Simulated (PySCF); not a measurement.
C6H10. Atoms are numbered in the order given.

```xyz
16

C      2.3787     0.3145    -1.0932
C      1.5421    -0.3543    -0.5024
C      0.5289    -1.1237     0.2166
C     -0.3273    -0.2779     1.1863
C     -1.0819     0.8846     0.5291
C     -2.0880     0.4610    -0.5431
H      3.1230     0.8951    -1.6190
H      1.0271    -1.9400     0.7838
H     -0.1282    -1.6330    -0.5227
H      0.3331     0.1192     1.9858
H     -1.0494    -0.9614     1.6844
H     -1.6071     1.4530     1.3265
H     -0.3427     1.5882     0.0881
H     -1.5897    -0.0141    -1.4130
H     -2.6531     1.3322    -0.9311
H     -2.8279    -0.2647    -0.1432
```
Charge 0, spin multiplicity 1.

Geometry: PBE-D3(BJ)/def2-SVP. One conformer was computed; it need not be the lowest.

Level of theory: PBE-D3(BJ)/def2-SVP in PySCF.

No scaling factor is applied to the harmonic values.

```
mode  ν (cm⁻¹)  IR (km/mol)  moving atoms (share of kinetic energy)
----  --------  -----------  --------------------------------------
1           52          0.1                          C 70 %, H 30 %
2          132          0.2                          C 52 %, H 48 %
3          183          0.5                          C 62 %, H 38 %
4          244          0.2                          H 69 %, C 31 %
5          305          1.4                          C 54 %, H 46 %
6          344          6.6                          C 66 %, H 34 %
7          411          1.0                          C 57 %, H 43 %
8          542          4.0                          C 73 %, H 27 %
9          637         39.9                          H 79 %, C 21 %
10         646         36.6                          H 79 %, C 21 %
11         717          7.2                          H 79 %, C 21 %
12         797          2.1                          C 60 %, H 40 %
13         823          1.2                          H 60 %, C 40 %
14         909          1.5                          C 54 %, H 46 %
15         921          0.3                          H 60 %, C 40 %
16         978          0.8                          C 52 %, H 48 %
17        1061          0.3                          H 65 %, C 35 %
18        1065          0.8                          C 51 %, H 49 %
19        1095          0.3                          C 58 %, H 42 %
20        1170          1.3                          H 79 %, C 21 %
21        1207          0.1                          H 73 %, C 27 %
22        1267          0.8                          H 86 %, C 14 %
23        1290          6.5                          H 67 %, C 33 %
24        1317          3.5                          H 74 %, C 26 %
25        1336          3.5                          H 65 %, C 35 %
26        1353          6.9                          H 71 %, C 29 %
27        1386          6.9                           H 92 %, C 8 %
28        1405          5.2                                  H 92 %
29        1411          1.3                                  H 93 %
30        1424          8.2                                  H 95 %
31        1431          4.2                                  H 95 %
32        2163          6.2                           C 91 %, H 9 %
33        2962          6.8                                  H 95 %
34        2965         21.5                                  H 96 %
35        2969         34.5                                  H 95 %
36        2972         18.1                                  H 94 %
37        3003          7.4                           H 91 %, C 9 %
38        3014         13.6                           H 91 %, C 9 %
39        3026         27.1                           H 91 %, C 9 %
40        3050         31.2                           H 91 %, C 9 %
41        3059         24.7                           H 91 %, C 9 %
42        3409         67.2                          H 86 %, C 14 %
```
